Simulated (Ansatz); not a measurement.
`O[P]([AlH2])[SiH3]` + `N[SiH2]S` → `N[SiH2][S][AlH2]` + `OP[SiH3]`  (cleavage of the Al–P bond)

Computed with Ansatz on PBE0-D4/def2-TZVP structures; ΔE is electronic, products minus reactants. CBS: MP2 limit from def2 TZ/QZ plus the TZ coupled-cluster correction, frozen cores. DFT in def2-TZVPP. One conformer a species, not always the lowest.

| level | ΔE (kJ/mol) |
| --- | --- |
| r2SCAN | -85.2 |
| CCSD/def2-SVP | -92.6 |

Problem. What does CCSD(T)/CBS give? (An estimate is asked.)

Solution. Ansatz gave: -87.8 kJ/mol. The listed levels differ from it by 2.6, -4.8 kJ/mol.

Largest T1 diagnostic among the species: 0.014.

Leaving LDA and LC-ωPBE aside and taking each functional with its dispersion term where it has one, the values, not all of them listed here, spread over 12.6 kJ/mol, from BHLYP-D4 to revPBE-D4. From PBE to PBE0 (25 % exact exchange), in def2-TZVPP and without D4, ΔE moves by −4.5 kJ/mol.
